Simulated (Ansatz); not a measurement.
The first iterations of a band of H3P + H4O2Sn (11 atoms, charge 0, multiplicity 1).

The calculation used RKS PBE0-D4/def2-SVP in Ansatz.

- movable images: 5
- climbing image: yes
- spring: 5.0 eV/Å²
- optimiser: quadratic models (default)
- start path: through a guess of the saddle point
- force threshold: 0.2 eV/Å
- iteration limit: 60
- end points: relaxed

Initial state:

```xyz
11
Properties=species:S:1:pos:R:3
Sn -0.095 -0.406 -0.079
O -0.157 -0.323 1.905
H -1.041 -0.160 2.252
H 1.554 -0.539 -0.454
O -0.714 1.328 -0.830
H -1.664 1.357 -0.987
H -1.165 -1.633 -0.625
P 1.426 3.151 1.685
H 2.551 2.547 1.042
H 0.584 2.999 0.541
H 0.988 1.915 2.254
```

Final state:

```xyz
11
Properties=species:S:1:pos:R:3
Sn -0.037 0.599 -0.049
O 0.547 -0.446 2.543
H -0.285 -0.759 2.915
H 1.144 -0.589 -0.403
O -0.475 1.534 -1.773
H -0.912 0.955 -2.407
H -1.532 -0.031 0.523
P 0.791 2.551 1.298
H 2.073 2.531 0.671
H 0.245 3.499 0.382
H 0.708 0.389 3.004
```

| iteration | highest image above the first end (eV) | largest band force component (eV/Å) |
| --- | --- | --- |
| 1 | 3.583 | 8.291 |
| 2 | 2.616 | 3.449 |
| 3 | 1.609 | 2.210 |
| 4 | 0.864 | 3.284 |

Q: Does the band converge within its limit, and where does its top end?

A: The run converged. It ended after 12 iterations with the highest image 1.088 eV above the first end. The threshold of 0.2 eV/Å is loose, so the images may lie well off the minimum-energy path. The order of the point at the top wasn't checked. The orbitals stay closed-shell, which can raise the energy where a bond breaks towards radicals; this wasn't checked here.

The run took 3.2 min on 2 threads of Intel(R) Xeon(R) Platinum 8488C (Sapphire Rapids), on a shared host, peak memory 0.28 GiB.
